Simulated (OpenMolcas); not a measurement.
The standard entropy of AlSiH5O2 (SMILES O[SiH2][O][AlH2]) from a frequency calculation

A singlet with charge 0, relaxed at HF/3-21G (OpenMolcas 26.06):

```xyz
9

O    -0.8574    1.8855   -0.8209
Si    0.1896    1.2115    0.2825
O     0.2440   -0.4232    0.1430
Al    0.3249   -2.0867   -0.0588
H    -1.7974    1.7234   -0.9209
H     1.5023    1.8095   -0.0151
H    -0.2292    1.5444    1.6663
H    -0.9303   -2.8469   -0.6835
H     1.6421   -2.8637    0.3902
```

Harmonic wavenumbers in cm⁻¹: 64, 106, 163, 260, 389, 581, 642, 680, 720, 819, 849, 877, 994, 1057, 1102, 1264, 2001, 2011, 2304, 2368, 3994.

Masses in u: O 15.999, Si 28.085, Al 26.982, H 1.008. Take T = 298.15 K, p = 1 bar, R = 8.3145 J/(mol K), kT/hc = 207.22 cm⁻¹, rigid rotor and harmonic oscillator.

Question: Compute the standard molar entropy.

Answer: 
1. Translation (Sackur–Tetrode): S = R[3/2 ln M + 5/2 ln T − 1.1517] with M = 92.105 gives 165.3 J/(mol K).
2. Rotation: principal moments 34.397, 256.203, 282.716 u Å² give A, B, C = 0.4901, 0.0658, 0.0596 cm⁻¹; the symmetry number is σ = 1; q = (√π/σ)√((kT/hc)³/ABC) = 120599; S = R(ln q + 3/2) = 109.8.
3. Vibration: with u = ν̃/207.22, each mode gives R[u/(eᵘ − 1) − ln(1 − e⁻ᵘ)]; the sum is 63.2, most from 64 cm⁻¹ (18.1), 106 cm⁻¹ (14.0), 163 cm⁻¹ (10.5).
4. Spin and the two mirror images of this shape: R ln 2 = 5.8.
5. Sum: 165.3 + 109.8 + 63.2 + 5.8 = 344.1 J/(mol K).

No measured value is set beside it here. Where a soft mode is a torsion, a harmonic oscillator describes it poorly. One conformer is counted; others would raise S. The set lacks polarisation functions, so shape and wavenumbers are rough.
